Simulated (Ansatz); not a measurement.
Compare A (`C=C[SiH2]O`) with its isomer B (`[SiH3]C1CO1`).

Computed with Ansatz on PBE0-D4/def2-TZVP structures; ΔE is electronic, products minus reactants. CBS: MP2 limit from def2 TZ/QZ plus the TZ coupled-cluster correction, frozen cores. DFT in def2-TZVPP. One conformer a species, not always the lowest.

A:

```xyz
10

C     1.534   -0.199   -0.547
C     0.600   -0.742    0.230
Si   -1.018    0.093    0.596
O    -1.197    1.470   -0.294
H     1.394    0.778   -1.001
H     2.476   -0.697   -0.759
H     0.797   -1.722    0.665
H    -2.124   -0.869    0.324
H    -1.089    0.519    2.015
H    -1.374    1.368   -1.230
```

B:

```xyz
10

Si   -0.268   -1.251    0.649
C     0.308    0.503    0.323
C     0.191    1.107   -1.010
O    -0.729    1.443    0.003
H     0.903   -2.168    0.645
H    -0.940   -1.338    1.971
H    -1.217   -1.640   -0.425
H     1.082    0.923    0.968
H    -0.212    0.522   -1.834
H     0.882    1.898   -1.290
```

(1) Which is lower in electronic energy at CCSD(T)/CBS, and by how much? (Estimate.)

(2) Give E(B) − E(A) in kJ/mol with CCSD/def2-TZVPP, PBE-D4, MP2/def2-TZVPP, r2SCAN-D4, CCSD(T)/def2-SVP, ωB97M-V, B2PLYP. (Best estimate.)

(3) Does the order hold for the free energy at 298.15 K (harmonic terms from PBE0-D4)? (Estimate.)

Largest T1 diagnostic: 0.012.

## Answers

(1) Computed: A, by 232.3 kJ/mol.

(2) Ansatz gave: CCSD/def2-TZVPP 229.1, PBE-D4 198.9, MP2/def2-TZVPP 227.4, r2SCAN-D4 215.3, CCSD(T)/def2-SVP 198.7, ωB97M-V 221.6, B2PLYP 229.1. None reverses the order clearly.

(3) Ansatz gave: Yes: G(B) − G(A) = +231.7 kJ/mol, for one conformer each.

From PBE to PBE0 (25 % exact exchange), in def2-TZVPP and without D4, E(B) − E(A) moves by +6.8 kJ/mol. At CCSD(T), def2-SVP lies −33.6 kJ/mol from the extrapolated value and def2-TZVPP −5.6 kJ/mol.
